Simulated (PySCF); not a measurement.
COS (SMILES O=C=S), singlet, at a GFN2-xTB geometry; MP2/6-31G** (PySCF).

The PySCF input:
```python
from pyscf import gto, scf, mp

mol = gto.M(
    atom='''
O    -0.000000   -0.000000   -1.666869
C    -0.000000   -0.000000   -0.512825
S     0.000000    0.000000    1.025744
''',
    basis='6-31g**',
    charge=0,
    spin=0,
    verbose=4,
)

mf = scf.RHF(mol)
mf.kernel()

pt = mp.MP2(mf)
pt.kernel()
print('E(MP2) = %.10f' % pt.e_tot)
mf.analyze()
```

Problem. Write the output that PySCF gives for this input, abridged.

Solution. 
```
PySCF version 2.14.0

[INPUT] verbose = 4
[INPUT] num. atoms = 3
[INPUT] num. electrons = 30
[INPUT] charge = 0
[INPUT] spin (= nelec alpha-beta = 2S) = 0
[INPUT] symmetry False subgroup None
[INPUT] Mole.unit = angstrom
[INPUT] Symbol           X                Y                Z      unit          X                Y                Z       unit  Magmom
[INPUT]  1 O      0.000000000000   0.000000000000  -1.666869000000 AA    0.000000000000   0.000000000000  -3.149925895528 Bohr   0.0
[INPUT]  2 C      0.000000000000   0.000000000000  -0.512825000000 AA    0.000000000000   0.000000000000  -0.969098799830 Bohr   0.0
[INPUT]  3 S      0.000000000000   0.000000000000   1.025744000000 AA    0.000000000000   0.000000000000   1.938375233916 Bohr   0.0

nuclear repulsion = 80.1840935034985
number of shells = 20
number of NR pGTOs = 105
number of NR cGTOs = 46
basis = 6-31g**
ecp = {}

******** <class 'pyscf.scf.hf.RHF'> ********
method = RHF
initial guess = minao
damping factor = 0
level_shift factor = 0
DIIS = <class 'pyscf.scf.diis.CDIIS'>
diis_start_cycle = 1
diis_space = 8
diis_damp = 0
SCF conv_tol = 1e-09
SCF conv_tol_grad = None
SCF max_cycles = 50
direct_scf = True
direct_scf_tol = 1e-13
Set gradient conv threshold to 3.16228e-05
Initial guess from minao.
init E= -510.826004179842
  HOMO = -0.345301711032967  LUMO = 0.0666505122264768  gap/eV = 11.20979
cycle= 1 E= -510.155408647237  delta_E= 0.671  |g|= 0.663  |ddm|= 2.07
  HOMO = -0.44379933905461  LUMO = 0.063256133402395  gap/eV = 13.79768
cycle= 2 E= -510.201109346708  delta_E= -0.0457  |g|= 0.533  |ddm|= 0.737
  HOMO = -0.425681480107717  LUMO = 0.116783923531334  gap/eV = 14.76124
cycle= 3 E= -510.256368060077  delta_E= -0.0553  |g|= 0.0454  |ddm|= 0.318
  HOMO = -0.420412024592012  LUMO = 0.129516713788575  gap/eV = 14.96432
cycle= 4 E= -510.256950485168  delta_E= -0.000582  |g|= 0.0241  |ddm|= 0.064
  HOMO = -0.419850305534579  LUMO = 0.12670144294222  gap/eV = 14.87243
cycle= 5 E= -510.257112590561  delta_E= -0.000162  |g|= 0.00381  |ddm|= 0.0311
  HOMO = -0.42093403445777  LUMO = 0.125998146354685  gap/eV = 14.88278
cycle= 6 E= -510.257121627798  delta_E= -9.04e-06  |g|= 0.00162  |ddm|= 0.00775
  HOMO = -0.420669266421804  LUMO = 0.126063085357568  gap/eV = 14.87735
cycle= 7 E= -510.257122989007  delta_E= -1.36e-06  |g|= 0.000353  |ddm|= 0.00379
  HOMO = -0.420695769495926  LUMO = 0.12605874472686  gap/eV = 14.87795
cycle= 8 E= -510.257123074772  delta_E= -8.58e-08  |g|= 7.41e-05  |ddm|= 0.0011
  HOMO = -0.420680542174956  LUMO = 0.12606657670832  gap/eV = 14.87775
cycle= 9 E= -510.257123077885  delta_E= -3.11e-09  |g|= 1.09e-05  |ddm|= 0.000228
  HOMO = -0.420681782916424  LUMO = 0.126064575927654  gap/eV = 14.87773
cycle= 10 E= -510.25712307794  delta_E= -5.48e-11  |g|= 2.77e-06  |ddm|= 2.21e-05
  HOMO = -0.420681963017888  LUMO = 0.126064429682013  gap/eV = 14.87773
Extra cycle  E= -510.257123077944  delta_E= -4.32e-12  |g|= 1.18e-06  |ddm|= 3.15e-06
converged SCF energy = -510.257123077944

******** <class 'pyscf.mp.mp2.RMP2'> ********
nocc = 15, nmo = 46
E(RMP2) = -510.687882225131  E_corr = -0.430759147186245
E(SCS-RMP2) = -510.669271144657  E_corr = -0.412148066712824
E_corr(same-spin) = -0.120880280666158
E_corr(oppo-spin) = -0.309878866520087
E(MP2) = -510.6878822251
**** SCF Summaries ****
Total Energy =                        -510.257123077944357
Nuclear Repulsion Energy =              80.184093503498502
One-electron Energy =                 -862.312230851781123
Two-electron Energy =                  271.871014270338264
Two-electron Coulomb Energy =          310.292354681106701
DFT Exchange-Correlation Energy =      -38.421340410768437
HOMO-LUMO gap [eV] =                    14.877727146799515
**** MO energy ****
MO #1   energy= -91.9734303242427  occ= 2
MO #2   energy= -20.6680048985112  occ= 2
MO #3   energy= -11.4428346594637  occ= 2
MO #4   energy= -8.99248776903001  occ= 2
MO #5   energy= -6.67543196361538  occ= 2
MO #6   energy= -6.67108087838757  occ= 2
MO #7   energy= -6.67108087838755  occ= 2
MO #8   energy= -1.51089914979136  occ= 2
MO #9   energy= -1.10549433077918  occ= 2
MO #10  energy= -0.774929326053366 occ= 2
MO #11  energy= -0.661148531318117 occ= 2
MO #12  energy= -0.661148531318115 occ= 2
MO #13  energy= -0.635765825822137 occ= 2
MO #14  energy= -0.42068196301789  occ= 2
MO #15  energy= -0.420681963017888 occ= 2
MO #16  energy= 0.126064429682013  occ= 0
MO #17  energy= 0.12606442968202   occ= 0
MO #18  energy= 0.219298961900994  occ= 0
MO #19  energy= 0.262947085206336  occ= 0
MO #20  energy= 0.483646899346263  occ= 0
MO #21  energy= 0.510960418453702  occ= 0
MO #22  energy= 0.510960418453715  occ= 0
MO #23  energy= 0.719987708776843  occ= 0
 ** Mulliken pop on meta-lowdin orthogonal AOs  **
 ** Mulliken pop  **
 ** Mulliken atomic charges  **
charge of    0O =     -0.32178
charge of    1C =      0.38891
charge of    2S =     -0.06713
Dipole moment(X, Y, Z, Debye): -0.00000,  0.00000,  0.57482
```
